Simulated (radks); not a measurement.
Removal energies from the barium ion Ba10+, [Kr] 4d10, by Delta-SCF beside the eigenvalue of the level emptied. Calculated with a radial shooting solver on a logarithmic mesh with Libxc functionals: scalar-relativistic Kohn-Sham, LDA (Slater exchange, Perdew-Wang correlation), spin-polarised, spherical densities, finite nucleus; Fermi nuclear charge, rms radius of each element as measured or else 0.836 A^(1/3) + 0.57 fm. Open shells are filled with parallel spins first.

removed from,final configuration,Delta-SCF (eV),-eigenvalue (eV)
4d,[Kr] 4d9,243.06,229.74
4p,[Ar] 3d10 4s2 4p5 4d10,336.17,322.02
4s,[Ar] 3d10 4s1 4p6 4d10,399.90,385.17
3d,[Ar] 3d9 4s2 4p6 4d10,941.47,911.01
